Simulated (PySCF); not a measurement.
Level of theory: PySCF with B3LYP-D3(BJ)/def2-TZVP // B3LYP-D3(BJ)/def2-SVP. Gas-phase values, no solvent. One relaxed conformer stands for a flexible species; it need not be the lowest. B3LYP has the VWN-RPA correlation part, as in Gaussian. Delta-SCF ions had no search for a lower state. 

Reference species (SMILES): `Br[Si](Br)(Br)Br` (neutral, multiplicity 1).

| Property | Result |
|---|---|
| vertical ionisation energy (Delta-SCF) | 10.37 eV |
| HOMO | -8.43 eV |

Changed species: `CO[Si](Br)(OC)OC` (3 of 4 Br replaced by OCH3; the reference has 0 of 4 Br replaced by OCH3).

What does the change do to the vertical ionisation energy (Delta-SCF) and HOMO?

the vertical ionisation energy (Delta-SCF) falls by 0.35 eV, to 10.02 eV; the HOMO rises by 0.41 eV, to -8.02 eV.
